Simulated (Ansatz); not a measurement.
Total energies of Al15As15H34, a nanocrystal cut from wurtzite AlAs (hydrogen-capped) from Ansatz at PBE0-D4/def2-SVP, gas phase (1 Eh = 27.2114 eV = 2625.5 kJ/mol). The reference geometry is relaxed at PBE-D4/def2-SVP.

```xyz
64

Al   -3.206    2.249   -3.484
As   -1.167    1.034   -4.346
As   -2.359    3.015   -1.312
Al    0.130    2.728   -1.082
Al   -1.310    5.216    2.027
As    0.666    4.104    0.902
Al   -0.023   -0.467   -2.694
As    1.858   -1.587   -3.918
As    0.357    0.337   -0.462
Al    2.826    0.393   -0.701
Al    2.151    2.887    2.468
As    3.785    1.402    1.344
Al    3.174   -3.278   -2.581
As    3.466   -2.031   -0.488
Al    4.950   -0.206    2.914
As   -4.582    0.242   -2.844
Al   -3.672    2.104    0.605
As   -2.703    3.179    2.604
Al   -3.711   -1.531   -1.265
As   -1.654   -2.305   -2.426
As   -2.960   -0.294    0.737
Al   -0.822   -0.605    2.107
Al   -1.712    1.448    4.078
As    0.546    1.149    3.181
Al   -0.814   -4.040   -0.855
As    1.286   -4.841   -2.013
As   -0.022   -2.839    1.153
Al    2.438   -3.190    1.470
Al    0.988   -0.890    4.461
As    3.045   -1.800    3.418
H    -3.895    3.197   -4.566
H    -0.183    2.048   -4.907
H    -1.458    0.260   -5.629
H    -2.675    4.507   -1.331
H     0.834    3.161   -2.464
H    -2.121    6.021    0.893
H    -0.820    5.912    3.386
H     1.471    5.266    0.322
H     2.812   -0.547   -4.483
H     1.344   -2.167   -5.233
H     3.378    0.956   -2.104
H     2.730    3.753    3.677
H     4.911    2.286    0.809
H     4.364   -3.957   -3.397
H     4.970   -2.115   -0.248
H     6.025   -1.034    2.046
H     5.351    0.568    4.260
H    -5.159   -0.423   -4.091
H    -5.885    0.796   -2.281
H    -5.254    2.211    0.350
H    -3.944    3.701    3.327
H    -4.805   -2.678   -1.071
H    -2.066   -2.994   -3.727
H    -4.068   -0.767    1.688
H    -2.088    1.535    5.628
H    -2.131   -0.080    3.414
H    -1.826   -5.258   -0.649
H     0.910   -5.679   -3.232
H     1.907   -5.953   -1.178
H    -0.493   -3.863    2.194
H     2.789   -4.756    1.489
H     0.873   -1.029    6.047
H    -0.347   -1.624    3.666
H     3.601   -2.835    4.395
```

| state | geometry | energy (Eh) |
| --- | --- | --- |
| charge 0 singlet | reference | -37185.13822 |
| charge 1 doublet | reference | -37184.86790 |
| charge -1 doublet | reference | -37185.18829 |
| free Al atom (doublet) | – | -242.16443 |
| free As atom (quartet) | – | -2235.26429 |
| free H atom (doublet) | – | -0.50029 |

Single mean-field runs in def2-SVP are fitted with def2-universal-jkfit.

Problem. Work out the vertical ionisation energy to the doublet.

Solution. E(charge 1 doublet) − E(charge 0 singlet) = -37184.86790 − (-37185.13822) = 0.27032 Eh = 7.36 eV. For comparison, −ε of the highest occupied level is 6.38 eV at this level, 0.98 eV less.

Problem. Work out the vertical electron affinity, to the doublet.

Solution. E(charge 0 singlet) − E(charge -1 doublet) = -37185.13822 − (-37185.18829) = 0.05007 Eh = 1.36 eV. The basis lacks diffuse functions, which makes affinities too small.

Problem. Give the fundamental gap IE − EA, the Mulliken electronegativity (IE + EA)/2 and the hardness (IE − EA)/2.

Solution. From the values in Eh: IE − EA = 0.27032 − 0.05007 = 0.22025 Eh = 5.99 eV; (IE + EA)/2 = 4.36 eV; (IE − EA)/2 = 3.00 eV. The HOMO–LUMO gap of the same run is 4.24 eV, 1.75 eV smaller than the fundamental gap.

Problem. What is the binding energy per atom against free atoms?

Solution. Atoms: 15 × (-242.16443) + 15 × (-2235.26429) + 34 × (-0.50029) = -37178.44066 Eh. Binding: -37178.44066 − (-37185.13822) = 6.69756 Eh = 182.25 eV, or 2.85 eV for each of 64 atoms (no zero-point energy, no counterpoise term).
